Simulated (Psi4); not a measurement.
Input file for Psi4: SAPT0/jun-cc-pV(D+d)Z on C2H6FN (a complex), monomers drawn apart or pushed together.

```
memory 2025 MB

molecule dimer {
0 1
C    -0.87117176    0.98217052    0.08530888
N    -0.11875750    0.13958578    0.64317204
C     0.56416924   -0.86247084   -0.15016902
H    -1.37650676    1.72740964    0.69348369
H    -1.04150251    0.99873208   -0.99527204
H     0.34360864   -0.78095898   -1.21971435
H     1.63898639   -0.76360373    0.00986895
H     0.27397852   -1.85130364    0.20846698
--
0 1
F     0.37244382    0.23203700    4.53216631
H     0.25147605    0.20947334    3.57515988
units angstrom
symmetry c1
no_reorient
no_com
}

set {
  basis jun-cc-pV(D+d)Z
  scf_type df
  freeze_core true
}

energy('sapt0')
```

The log:

```
[...]
==> Input File <==

--------------------------------------------------------------------------
memory 2025 MB

molecule dimer {
0 1
C    -0.87117176    0.98217052    0.08530888
N    -0.11875750    0.13958578    0.64317204
C     0.56416924   -0.86247084   -0.15016902
H    -1.37650676    1.72740964    0.69348369
H    -1.04150251    0.99873208   -0.99527204
H     0.34360864   -0.78095898   -1.21971435
H     1.63898639   -0.76360373    0.00986895
H     0.27397852   -1.85130364    0.20846698
--
0 1
F     0.37244382    0.23203700    4.53216631
H     0.25147605    0.20947334    3.57515988
units angstrom
symmetry c1
no_reorient
no_com
}

set {
  basis jun-cc-pV(D+d)Z
  scf_type df
  freeze_core true
}

energy('sapt0')
--------------------------------------------------------------------------


   => Loading Basis Set <=

    Name: JUN-CC-PV(D+D)Z
    Role: ORBITAL
    Keyword: BASIS
    atoms 1, 3    entry C          line   188 file jun-cc-pv_dpd_z.gbs
    atoms 2       entry N          line   222 file jun-cc-pv_dpd_z.gbs
    atoms 4-8, 10 entry H          line    60 file jun-cc-pv_dpd_z.gbs
    atoms 9       entry F          line   290 file jun-cc-pv_dpd_z.gbs

   => Loading Basis Set <=

    Name: JUN-CC-PV(D+D)Z
    Role: ORBITAL
    Keyword: BASIS
    atoms 1, 3    entry C          line   188 file jun-cc-pv_dpd_z.gbs
    atoms 2       entry N          line   222 file jun-cc-pv_dpd_z.gbs
    atoms 4-8, 10 entry H          line    60 file jun-cc-pv_dpd_z.gbs
    atoms 9       entry F          line   290 file jun-cc-pv_dpd_z.gbs


  //>>>>>>>>>>>>>>>>>>>>>>>>>>>>>>>>>>>//
  //              Dimer HF             //
  //<<<<<<<<<<<<<<<<<<<<<<<<<<<<<<<<<<<//

   => Libint2 <=

    Primary   basis highest AM E, G, H:  7, 6, 3
    Auxiliary basis highest AM E, G, H:  7, 7, 4
    Onebody   basis highest AM E, G, H:  -, -, -
    Solid Harmonics ordering:            Gaussian


   => Loading Basis Set <=

    Name: JUN-CC-PV(D+D)Z
    Role: ORBITAL
    Keyword: BASIS
    atoms 1, 3    entry C          line   188 file jun-cc-pv_dpd_z.gbs
    atoms 2       entry N          line   222 file jun-cc-pv_dpd_z.gbs
    atoms 4-8, 10 entry H          line    60 file jun-cc-pv_dpd_z.gbs
    atoms 9       entry F          line   290 file jun-cc-pv_dpd_z.gbs


         ---------------------------------------------------------
                                   SCF
               by Justin Turney, Rob Parrish, Andy Simmonett
                          and Daniel G. A. Smith
                              RHF Reference
                        1 Threads,   1931 MiB Core
         ---------------------------------------------------------

  ==> Geometry <==

    Molecular point group: c1
    Full point group: C1

    Geometry (in Angstrom), charge = 0, multiplicity = 1:

       Center              X                  Y                   Z               Mass
    ------------   -----------------  -----------------  -----------------  -----------------
         C           -0.871171760000     0.982170520000     0.085308880000    12.000000000000
         N           -0.118757500000     0.139585780000     0.643172040000    14.003074004430
         C            0.564169240000    -0.862470840000    -0.150169020000    12.000000000000
         H           -1.376506760000     1.727409640000     0.693483690000     1.007825032230
         H           -1.041502510000     0.998732080000    -0.995272040000     1.007825032230
         H            0.343608640000    -0.780958980000    -1.219714350000     1.007825032230
         H            1.638986390000    -0.763603730000     0.009868950000     1.007825032230
         H            0.273978520000    -1.851303640000     0.208466980000     1.007825032230
         F            0.372443820000     0.232037000000     4.532166310000    18.998403162730
         H            0.251476050000     0.209473340000     3.575159880000     1.007825032230

  Running in c1 symmetry.

  Rotational constants: A =      0.34741  B =      0.04035  C =      0.03643 [cm^-1]
  Rotational constants: A =  10415.06895  B =   1209.58046  C =   1092.16118 [MHz]
  Nuclear repulsion =  105.937641536960470

  Charge       = 0
  Multiplicity = 1
  Electrons    = 34
  Nalpha       = 17
  Nbeta        = 17

  ==> Algorithm <==

  SCF Algorithm Type is DF.
  DIIS enabled.
  MOM disabled.
  Fractional occupation disabled.
  Guess Type is SAD.
  Energy threshold   = 1.00e-08
  Density threshold  = 1.00e-08
  Integral threshold = 1.00e-12

  ==> Primary Basis <==

  Basis Set: JUN-CC-PV(D+D)Z
    Blend: JUN-CC-PV(D+D)Z
    Number of shells: 50
    Number of basis functions: 102
    Number of Cartesian functions: 106
    Spherical Harmonics?: true
    Max angular momentum: 2

   => Loading Basis Set <=

    Name: (JUN-CC-PV(D+D)Z AUX)
    Role: JKFIT
    Keyword: DF_BASIS_SCF
    atoms 1, 3    entry C          line   146 file jun-cc-pvdz-jkfit.gbs
    atoms 2       entry N          line   202 file jun-cc-pvdz-jkfit.gbs
    atoms 4-8, 10 entry H   
[...]
RHF Final Energy:  -100.02671780734875

   => Energetics <=

    Nuclear Repulsion Energy =              4.9359182218891169
    One-Electron Energy =                -150.0301906911390404
    Two-Electron Energy =                  45.0675546619011698
    Total Energy =                       -100.0267178073487457

Computation Completed


Properties will be evaluated at   0.000000,   0.000000,   0.000000 [a0]

Properties computed using the SCF density matrix


 Multipole Moments:

 ------------------------------------------------------------------------------------
     Multipole            Electronic (a.u.)      Nuclear  (a.u.)        Total (a.u.)
 ------------------------------------------------------------------------------------

 L = 1.  Multiply by 2.5417464519 to convert [e a0] to [Debye]
 Dipole X            :         -6.9149210            6.8095722           -0.1053488
 Dipole Y            :         -4.3619675            4.3422247           -0.0197428
 Dipole Z            :        -84.6710014           83.8370508           -0.8339506
 Magnitude           :                                                    0.8408102

 ------------------------------------------------------------------------------------

  Constructing Basis Sets for SAPT...

   => Loading Basis Set <=

    Name: (JUN-CC-PV(D+D)Z AUX)
    Role: RIFIT
    Keyword: DF_BASIS_SAPT
    atoms 1, 3    entry C          line   100 file jun-cc-pvdz-ri.gbs
    atoms 2       entry N          line   144 file jun-cc-pvdz-ri.gbs
    atoms 4-8, 10 entry H          line    30 file jun-cc-pvdz-ri.gbs
    atoms 9       entry F          line   232 file jun-cc-pvdz-ri.gbs

   => Loading Basis Set <=

    Name: (JUN-CC-PV(D+D)Z AUX)
    Role: JKFIT
    Keyword: DF_BASIS_ELST
    atoms 1, 3    entry C          line   146 file jun-cc-pvdz-jkfit.gbs
    atoms 2       entry N          line   202 file jun-cc-pvdz-jkfit.gbs
    atoms 4-8, 10 entry H          line    70 file jun-cc-pvdz-jkfit.gbs
    atoms 9       entry F          line   314 file jun-cc-pvdz-jkfit.gbs


  //>>>>>>>>>>>>>>>>>>>>>>>>>>>>>>>>>>>//
  //               SAPT0               //
  //<<<<<<<<<<<<<<<<<<<<<<<<<<<<<<<<<<<//



        SAPT0
    Ed Hohenstein
     6 June 2009

      Orbital Information
  --------------------------
    NSO        =       102
    NMO        =       102
    NRI        =       344
    NRI (Elst) =       454
    NOCC A     =        12
    NOCC B     =         5
    FOCC A     =         3
    FOCC B     =         1
    NVIR A     =        90
    NVIR B     =        97

    Elst10,r            =    -0.006853158963 [Eh]
    Exch10              =     0.000448626703 [Eh]
    Exch10 (S^2)        =     0.000448435279 [Eh]

    Maxiter = 50
    CPHF R converge = 1.000000E-08

    Iter     Energy [mEh]          dE [mEh]         Residual      Time [s]
       1      -0.48957127       0.489571272     5.675539e-03             0
       2      -0.54487464       0.055303368     2.850217e-03             0
       3      -0.62227909       0.077404451     6.549797e-04             0
       4      -0.62201057      -0.000268516     2.526625e-04             0
       5      -0.61972074      -0.002289837     7.167894e-05             0
       6      -0.61997125       0.000250511     2.759952e-05             0
       7      -0.62017157       0.000200317     6.080070e-06             0
       8      -0.62014033      -0.000031233     1.735671e-06             0
       9      -0.62013389      -0.000006438     4.347218e-07             0
      10      -0.62013594       0.000002049     7.712102e-08             0
      11      -0.62013597       0.000000029     1.662120e-08             0
      12      -0.62013592      -0.000000049     2.719547e-09             0

    CHF Iterations converged

    Maxiter = 50
    CPHF R converge = 1.000000E-08

    Iter     Energy [mEh]          dE [mEh]         Residual      Time [s]
       1      -0.08982026       0.089820262     2.952249e-03             0
       2      -0.10245214       0.012631883     1.432681e-03             0
       3      -0.11522479       0.012772647     2.625591e-04             0
       4      -0.11492521      -0.000299578     5.924947e-05             0
       5      -0.11475714      -0.000168078     5.599396e-06             0
       6      -0.11478095       0.000023810     6.204612e-07             0
       7      -0.11477960      -0.000001344     7.905827e-08             0
       8      -0.11477967       0.000000069     2.436940e-08             0
       9      -0.11477966      -0.000000012     4.676028e-09             0

    CHF Iterations converged

    Ind20,r (A<-B)      =    -0.000620135924 [Eh]
    Ind20,r (B<-A)      =    -0.000114779658 [Eh]
    Ind20,r             =    -0.000734915582 [Eh]
    Exch-Ind20,r (A<-B) =     0.000146107338 [Eh]
    Exch-Ind20,r (B<-A) =     0.000001109002 [Eh]
    Exch-Ind20,r        =     0.000147216340 [Eh]
    Disp20              =    -0.000459846384 [Eh]
    Disp20 (SS)         =    -0.000229923192 [Eh]
    Disp20 (OS)         =    -0.000229923192 [Eh]
    Exch-Disp20         =     0.000023490909 [Eh]
    Exch-Disp20 (SS)    =     0.000013860478 [Eh]
    Exch-Disp20 (OS)    =     0.000009630431 [Eh]

    SAPT Results
  --------------------------------------------------------------------------------------------------------
    Electrostatics                 -6.85315896 [mEh]      -4.30042217 [kcal/mol]     -17.99296638 [kJ/mol]
      Elst10,r                     -6.85315896 [mEh]      -4.30042217 [kcal/mol]     -17.99296638 [kJ/mol]

    Exchange                        0.44862670 [mEh]       0.28151751 [kcal/mol]       1.17786925 [kJ/mol]
      Exch10                        0.44862670 [mEh]       0.28151751 [kcal/mol]       1.17786925 [kJ/mol]
      Exch10(S^2)                   0.44843528 [mEh]       0.28139739 [kcal/mol]       1.17736666 [kJ/mol]

    Induction                      -0.71085606 [mEh]      -0.44606891 [kcal/mol]      -1.86635232 [kJ/mol]
      Ind20,r                      -0.73491558 [mEh]      -0.46116649 [kcal/mol]      -1.92952059 [kJ/mol]
      Exch-Ind20,r                  0.14721634 [mEh]       0.09237965 [kcal/mol]       0.38651645 [kJ/mol]
      delta HF,r (2)               -0.12315681 [mEh]      -0.07728207 [kcal/mol]      -0.32334817 [kJ/mol]

    Dispersion                     -0.43635547 [mEh]      -0.27381719 [kcal/mol]      -1.14565114 [kJ/mol]
      Disp20                       -0.45984638 [mEh]      -0.28855796 [kcal/mol]      -1.20732651 [kJ/mol]
      Exch-Disp20                   0.02349091 [mEh]       0.01474077 [kcal/mol]       0.06167537 [kJ/mol]
      Disp20 (SS)                  -0.22992319 [mEh]      -0.14427898 [kcal/mol]      -0.60366326 [kJ/mol]
      Disp20 (OS)                  -0.22992319 [mEh]      -0.14427898 [kcal/mol]      -0.60366326 [kJ/mol]
      Exch-Disp20 (SS)              0.01386048 [mEh]       0.00869758 [kcal/mol]       0.03639068 [kJ/mol]
      Exch-Disp20 (OS)              0.00963043 [mEh]       0.00604319 [kcal/mol]       0.02528469 [kJ/mol]

  Total HF                         -7.11538832 [mEh]      -4.46497358 [kcal/mol]     -18.68144945 [kJ/mol]
  Total SAPT0                      -7.55174379 [mEh]      -4.73879077 [kcal/mol]     -19.82710059 [kJ/mol]

  Special recipe for scaled SAPT0 (see Manual):
    Electrostatics sSAPT0          -6.85315896 [mEh]      -4.30042217 [kcal/mol]     -17.99296638 [kJ/mol]
    Exchange sSAPT0                 0.44862670 [mEh]       0.28151751 [kcal/mol]       1.17786925 [kJ/mol]
    Induction sSAPT0               -0.71066745 [mEh]      -0.44595056 [kcal/mol]      -1.86585713 [kJ/mol]
    Dispersion sSAPT0              -0.43632538 [mEh]      -0.27379831 [kcal/mol]      -1.14557212 [kJ/mol]
  Total sSAPT0                     -7.55152509 [mEh]      -4.73865353 [kcal/mol]     -19.82652639 [kJ/mol]
  --------------------------------------------------------------------------------------------------------



*** Psi4 exiting successfully. Buy a developer a beer!
```

The run finished.

Cost: about 3.0 core-seconds (a rough figure).
